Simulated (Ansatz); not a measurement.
Cost and result for the atomization energy of `C[CH]1[CH2][GeH2]1` (12 atoms, 12 bonds).

```xyz
12

C     1.155   -1.037    0.148
C    -0.170   -0.382    0.428
C    -0.210    1.136    0.555
Ge   -1.201    0.477   -0.986
H     1.033   -2.078   -0.158
H     1.695   -0.520   -0.651
H     1.796   -1.018    1.037
H    -0.777   -0.904    1.164
H     0.722    1.657    0.359
H    -0.769    1.556    1.385
H    -0.550    0.633   -2.356
H    -2.723    0.480   -0.925
```

Total charge 0; spin multiplicity 1. Correlated methods include outer-core shells of Ge, which these sets cover unevenly. Scalar relativity is left out up to krypton. The structure was optimised at the PBE0-D4/def2-TZVP level. Program: Ansatz. All runs use 4 threads of an Arm Neoverse V1 on a shared host. Times are those of one run each, without the atoms' runs, and a repeat can differ threefold. Electronic energies, without spin–orbit coupling; frozen cores. CCSD(T)/CBS adds CCSD(T) − MP2 in def2-TZVPP to the MP2 limit, and its time is that of the two runs behind it. T1 = 0.010. With those shells the extrapolation isn't a true limit. B3LYP takes the VWN-RPA correlation (the form of Gaussian; ORCA's B3LYP/G).

CCSD(T)/CBS is a level of theory with its own doubt, some kJ/mol a heavy atom from the limit and from the frozen cores, so smaller differences don't rank the functionals.

| level | functions | wall time | atomization (kJ/mol) | difference from CCSD(T)/CBS | per bond |
| --- | --- | --- | --- | --- | --- |
| PBE-D4/def2-TZVPP (with forces) | 253 | 2.9 s | 4366.8 | 51.6 | 4.3 |
| PBE0-D4/def2-TZVPP | 253 | 3.5 s | 4322.2 | 7.0 | 0.6 |
| B3LYP-D4/def2-TZVPP (with forces) | 253 | 5.5 s | 4292.1 | -23.1 | -1.9 |
| r2SCAN-D4/def2-TZVPP (with forces) | 253 | 6 s | 4318.8 | 3.6 | 0.3 |
| B2PLYP/def2-TZVPP | 253 | 7 s | 4255.9 | -59.3 | -4.9 |
| ωB97X-V/def2-TZVPP | 253 | 9 s | 4313.9 | -1.3 | -0.1 |
| ωB97M-V/def2-TZVPP (with forces) | 253 | 14 s | 4300.7 | -14.5 | -1.2 |
| MP2/def2-QZVPP | 500 | 32 s | 4306.1 | -9.1 | -0.8 |
| CCSD(T)/def2-TZVPP | 253 | 3.8 min | 4226.0 | -89.2 | -7.4 |
| CCSD(T)/CBS(def2) | – | 4.3 min | 4315.2 | 0.0 | 0.0 |

From PBE to PBE0 (25 % exact exchange), in def2-TZVPP and without D4, the atomization energy moves by −41.1 kJ/mol: exact exchange takes away binding that semilocal exchange gives to molecules. In def2-TZVPP, CCSD(T) changes the Hartree–Fock value by +1040.5 kJ/mol (the triples alone add +56.8 kJ/mol) and MP2 by +1068.9 kJ/mol; breaking electron pairs costs correlation energy, which Hartree–Fock lacks. The D4 term adds +35.8 kJ/mol with B3LYP and +18.7 kJ/mol with PBE0; it sums over pairs of atoms, weighted by their polarisabilities, and B3LYP, whose exchange is more repulsive, gets the larger term.
